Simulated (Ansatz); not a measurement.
Cost and result for the atomization energy of GeH4O2Si, SMILES `O[SiH]1[O][GeH2]1` (8 atoms, 8 bonds).

Total charge 0; spin multiplicity 1. Correlated methods include outer-core shells of Ge, which these sets cover unevenly. Scalar relativity is left out up to krypton. The structure was optimised at the PBE0-D4/def2-TZVP level. It is one conformer, not always the lowest. Program: Ansatz. All runs use 4 threads of an Arm Neoverse V1 on a shared host. Times are those of one run each, without the atoms' runs, and a repeat can differ threefold. Electronic energies, without spin–orbit coupling; frozen cores. CCSD(T)/CBS adds CCSD(T) − MP2 in def2-TZVPP to the MP2 limit, and its time is that of the two runs behind it. T1 = 0.014. With those shells the extrapolation isn't a true limit. B3LYP takes the VWN-RPA correlation (the form of Gaussian; ORCA's B3LYP/G).

CCSD(T)/CBS is a level of theory with its own doubt, some kJ/mol a heavy atom from the limit and from the frozen cores, so smaller differences don't rank the functionals.

| level | functions | wall time |
| --- | --- | --- |
| PBE-D4/def2-TZVPP (with forces) | 208 | 1.9 s |
| PBE0-D4/def2-TZVPP | 208 | 2.4 s |
| B3LYP-D4/def2-TZVPP (with forces) | 208 | 3.7 s |
| r2SCAN-D4/def2-TZVPP (with forces) | 208 | 4 s |
| B2PLYP/def2-TZVPP | 208 | 4.2 s |
| ωB97X-V/def2-TZVPP | 208 | 6.5 s |
| ωB97M-V/def2-TZVPP (with forces) | 208 | 9.5 s |
| MP2/def2-QZVPP | 393 | 15 s |
| CCSD(T)/def2-TZVPP | 208 | 86 s |
| CCSD(T)/CBS(def2) | – | 100 s |

What atomization energy does each give, and how far from CCSD(T)/CBS? (Best estimate.)

Computed: 
```tsv
level	atomization (kcal/mol)	difference from CCSD(T)/CBS	per bond
PBE-D4/def2-TZVPP (with forces)	647.2	0.8	0.1
PBE0-D4/def2-TZVPP	630.6	-15.8	-2.0
B3LYP-D4/def2-TZVPP (with forces)	634.9	-11.5	-1.4
r2SCAN-D4/def2-TZVPP (with forces)	644.7	-1.7	-0.2
B2PLYP/def2-TZVPP	631.9	-14.5	-1.8
ωB97X-V/def2-TZVPP	644.5	-1.9	-0.2
ωB97M-V/def2-TZVPP (with forces)	639.9	-6.5	-0.8
MP2/def2-QZVPP	652.4	6.0	0.8
CCSD(T)/def2-TZVPP	625.9	-20.5	-2.6
CCSD(T)/CBS(def2)	646.4	0.0	0.0
```

In def2-TZVPP, CCSD(T) changes the Hartree–Fock value by +191.7 kcal/mol (the triples alone add +12.4 kcal/mol) and MP2 by +206.0 kcal/mol; breaking electron pairs costs correlation energy, which Hartree–Fock lacks. The D4 term adds +6.4 kcal/mol with B3LYP and +3.3 kcal/mol with PBE0; it sums over pairs of atoms, weighted by their polarisabilities, and B3LYP, whose exchange is more repulsive, gets the larger term. From PBE to PBE0 (25 % exact exchange), in def2-TZVPP and without D4, the atomization energy moves by −16.1 kcal/mol: exact exchange takes away binding that semilocal exchange gives to molecules.
